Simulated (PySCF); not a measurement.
**Shapes and spin states of [Co2F]+**

Computed with PBE/[F def2-SVP, Co def2-SVP], no relativity, density fitting, PySCF.

Relaxations began from a few typed shapes and spin states; open shells are unrestricted. The search is not exhaustive: other isomers or separated fragments can lie lower, and high-lying points may rest on an excited occupation.

```tsv
spin	group	bonds	angles	imaginary modes (cm⁻¹)	ΔE (kJ/mol)	ΔE with ZPE (kJ/mol)
broken-symmetry Ms = 1 (⟨S²⟩ 3.37)	Cs	Co–Co 2.269 Å, F–Co 1.828 Å, F–Co 1.944 Å	Co–Co–F 50.7°, Co–Co–F 55.4°, Co–F–Co 73.9°	none	0.0	0.0
quintet (⟨S²⟩ 6.32)	D∞h	F–Co 1.842 Å (×2)	Co–F–Co 180.0°	none	12.6	11.7
broken-symmetry Ms = 1 (⟨S²⟩ 3.20)	D∞h	F–Co 1.825 Å (×2)	Co–F–Co 180.0°	24i	86.8	–
```

The lowest minimum found is the broken-symmetry Ms = 1 (⟨S²⟩ 3.37) Cs: Co–Co 2.269 Å, F–Co 1.828 Å, F–Co 1.944 Å; Co–Co–F 50.7°, Co–Co–F 55.4°, Co–F–Co 73.9°.

For the lowest minimum: the determinant is spin-contaminated (⟨S²⟩ = 3.37, pure value 2.00). Other spin states or occupations of the open shell can lie lower.

The electron or spin density has lower symmetry than the nuclear frame for the quintet (⟨S²⟩ 6.32) D∞h at 12.6 kJ/mol, broken-symmetry Ms = 1 (⟨S²⟩ 3.20) D∞h at 86.8 kJ/mol.
